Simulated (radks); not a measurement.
Values are calculated unless marked as measured or tabulated.
Ionisation of Sn11+, [Kr] 4d3, to Sn12+, [Kr] 4d2, under several functionals. Dirac Kohn-Sham, spin-unpolarised, spherical densities, finite nucleus; open shells are shared between the two j in proportion to 2j + 1; a radial shooting solver on a logarithmic mesh with Libxc functionals.

| functional | E(Sn11+) (hartree) | Exc (hartree) | IE (eV) | -e(HOMO) (eV) | <r> HOMO (bohr) | IE error (eV) |
|---|---|---|---|---|---|---|
| exchange-only PBE | -6137.28535 | -155.14011 | 230.07 | 217.06 | 0.8999 | -1.9 |
| LDA (Slater exchange, Perdew-Wang correlation) | -6133.99621 | -151.80216 | 231.85 | 218.82 | 0.8975 | -0.1 |
| XLYP | -6140.63458 | -158.51622 | 231.50 | 218.48 | 0.8994 | -0.5 |
| B86b exchange with PBE correlation | -6140.12590 | -158.00918 | 231.71 | 218.70 | 0.8978 | -0.3 |
| HCTH/407 | -6143.03824 | -161.07496 | 233.23 | 220.19 | 0.8929 | +1.2 |
| Wu-Cohen GGA | -6138.67820 | -156.54623 | 231.69 | 218.67 | 0.8974 | -0.3 |

NIST Atomic Spectra Database: 232 eV (theoretical). Closest: LDA (Slater exchange, Perdew-Wang correlation). The Delta-SCF values span 3.16 eV, the total energies 9.04 hartree. The highest occupied level is 4d5/2. Spin polarisation and multiplet splitting are left out, so open shells lie too high by an amount that depends on their filling. Sharing an open shell by 2j + 1 raises it above the true ground level by a part of the spin-orbit splitting, which enters the differences from NIST.

Beside tabulated values, note that spin-unpolarised runs miss the spin-polarisation part of the exchange energy of open shells.
